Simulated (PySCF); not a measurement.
Vertical excitations of a molecule C5H6Si from TDA-PBE/def2-SVPD in PySCF, as energy in eV (oscillator strength): 5.44 (0.000), 5.55 (0.000), 5.57 (0.005), 5.76 (0.039), 5.86 (0.000), 6.01 (0.004), 6.01 (0.000), 6.05 (0.001), 6.19 (0.011), 6.35 (0.000). Lowest triplet (TDA): 4.77 eV. Geometry optimised at B3LYP-D3(BJ)/def2-SVP. The values are those of a single conformer.

Question: Which molecule gave these data?
A) C#C[SiH2]C#CC
B) C#CC1=CC[SiH2]1
C) C#C[SiH](C)C#C
D) C#CC([SiH3])=C=C

Answer: A, C#C[SiH2]C#CC
